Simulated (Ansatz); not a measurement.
Born–Oppenheimer molecular dynamics of Cl6H2W (9 atoms, charge 0, multiplicity 1). It starts at the highest image of a converged band. Of that band: A structure lower than the first end lies on the path between it and the top, so the climb from that side starts below the end, which may itself be a saddle point or a shallow side well. A structure lower than the last end lies on the path between it and the top, so the climb from that side starts below the end, which may itself be a saddle point or a shallow side well. Neighbouring images differ by up to 3.4 eV, so the band resolves the path poorly. A vibrational analysis at the climbing image gives one clearly imaginary mode, 906i cm⁻¹: a first-order saddle point.

Theory: RHF/def2-SVP (Ansatz 0.2.0).

```
ensemble                      : NVE (velocity Verlet)
time step                     : 0.5 fs
steps asked                   : 200
starting velocities drawn for : 300 K
seed                          : 6395
```

First frame:

```xyz
9
Properties=species:S:1:pos:R:3
W 0.106 -0.058 -0.340
H 0.401 -0.048 1.677
Cl 2.359 -0.364 -0.228
Cl 0.416 2.122 -0.516
Cl -2.007 0.342 0.425
Cl -0.178 -2.287 0.240
Cl -0.274 -0.496 -2.525
Cl 1.064 2.643 2.074
H 0.593 0.730 1.797
```

**Question.** How far do the bonds stretch over the last three quarters of this one trajectory? (Pairs bonded in most of those frames.)

**Answer.** 
```json
{"bond": "W1–Cl3", "mean (Å)": "2.297", "spread (Å)": "0.006", "shortest": "2.28", "longest": "2.30"}
{"bond": "W1–Cl4", "mean (Å)": "2.682", "spread (Å)": "0.353", "shortest": "2.26", "longest": "3.39"}
{"bond": "W1–Cl5", "mean (Å)": "2.300", "spread (Å)": "0.054", "shortest": "2.23", "longest": "2.39"}
{"bond": "W1–Cl6", "mean (Å)": "2.320", "spread (Å)": "0.032", "shortest": "2.26", "longest": "2.35"}
{"bond": "W1–Cl7", "mean (Å)": "2.325", "spread (Å)": "0.049", "shortest": "2.23", "longest": "2.38"}
{"bond": "H2–H9", "mean (Å)": "0.748", "spread (Å)": "0.004", "shortest": "0.74", "longest": "0.76"}
{"bond": "Cl4–Cl8", "mean (Å)": "2.181", "spread (Å)": "0.237", "shortest": "1.81", "longest": "2.59"}
```

Pairs bonded in part of these frames only: W1–H2 11 %, W1–Cl4 95 %.

Mean temperature of the second half: 1635 K. The conserved energy stayed within 0.039 meV per atom of its start (net change 0.011 meV per atom), so the integration is sound. The kinetic energy rose, since the run started high on the potential surface and went downhill. It ends in pieces (Cl2 + Cl4W + H2), so much of that is their flight and rotation, not heat. A run of 0.1 ps of so small a system gives no equilibrium averages. The orbitals stay closed-shell, which can raise the energy where a bond breaks towards radicals; this wasn't checked here.

Run time: 13 min on 4 threads of Arm Neoverse V1 (shared host), peak memory 0.59 GiB.
